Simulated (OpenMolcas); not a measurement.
# What dynamic correlation does to the levels of F3+

- Program: OpenMolcas 26.06
- Basis: ANO-R3 [4s4p2d1f]
- Scalar Hamiltonian: X2C, finite nucleus
- Active space: 4 electrons in 4 orbitals (2s 2p)
- State averaging: 2S+1 = 3 even, 3 roots; 2S+1 = 1 even, 6 roots; 2S+1 = 5 odd, 1 root; 2S+1 = 3 odd, 9 roots; 2S+1 = 1 odd, 8 roots
- Spin-orbit coupling: state interaction with AMFI integrals over the reference wave functions, term energies averaged over their components

Methods on the same reference wave functions:
A. CASSCF
B. SS-CASPT2, IPEA 0.25 Eh, imaginary shift 0.1 Eh (closed shells correlated: 1s)

Energies in cm-1 above 2s2 2p2 3P0, the measured ground level; measured values from Moore, Atomic Energy Levels, vol. I, NSRDS-NBS 35 (1971 reprint of NBS Circular 467, 1949).

```json
{"Level": "2s2 2p2 3P0", "A": "0.0", "B": "0.0", "Measured": "0.0"}
{"Level": "2s2 2p2 3P1", "A": "214", "B": "214", "Measured": "225"}
{"Level": "2s2 2p2 3P2", "A": "625", "B": "624", "Measured": "613"}
{"Level": "2s2 2p2 1D2", "A": "27834", "B": "25610", "Measured": "25241"}
{"Level": "2s2 2p2 1S0", "A": "50896", "B": "53400", "Measured": "53544"}
{"Level": "2s 2p3 5S* 2", "A": "62525", "B": "71700", "Measured": ""}
{"Level": "2s 2p3 3D* 2", "A": "151043", "B": "146420", "Measured": "147889"}
{"Level": "2s 2p3 3D* 1", "A": "151044", "B": "146430", "Measured": "147902"}
{"Level": "2s 2p3 3D* 3", "A": "151047", "B": "146430", "Measured": "147842"}
{"Level": "2s 2p3 3P* 0", "A": "178026", "B": "174870", "Measured": ""}
{"Level": "2s 2p3 3P* 1", "A": "178028", "B": "174870", "Measured": "175242"}
{"Level": "2s 2p3 3P* 2", "A": "178031", "B": "174880", "Measured": "175237"}
{"Level": "2s 2p3 1D* 2", "A": "244194", "B": "230030", "Measured": ""}
{"Level": "2s 2p3 3S* 1", "A": "251417", "B": "239530", "Measured": ""}
{"Level": "2s 2p3 1P* 1", "A": "270945", "B": "258220", "Measured": "257390"}
```

Deviations, from unrounded energies. A percentage is the sum of absolute deviations over the sum of measured energies, with the sign that they share, or ± where signs differ.

```csv
Against measurement,Levels,A,B
mean absolute deviation (cm-1),10,3400,640
fine structure of the ground term (%),2,±2.7,±2.7
other terms of the ground configuration (%),2,±6.7,±0.6
other configurations (%),6,+2.7,±0.6
```

B lies closest to measurement on these levels. The largest miss of B in the table is 2s 2p3 3D* 1, by -1500 cm-1. The ranking rests on the paired levels alone, and a cruder setting can come out closer through cancelling errors.

From A to B the spin-free energies of the other terms of 2s2 2p2 shown, above 3P, scale by factors of 0.92 to 1.05.

The lowest spin-free term lies below A's lowest term by 0.085 hartree in B.

CASPT2 does not keep the components of a term degenerate, so their means are used; among the terms shown or strongly mixed into the levels shown the widest spread is 160 cm-1 (2s 2p3 1D*, B). Measured partners are found by configuration, term and J. A level has none where our copy of the source lacks it or the pairing is in doubt (some pairs that miss far off the trend of their configuration count as doubtful), and it then counts in no deviation. Levels of configurations outside the active space are missing.

* marks odd parity.
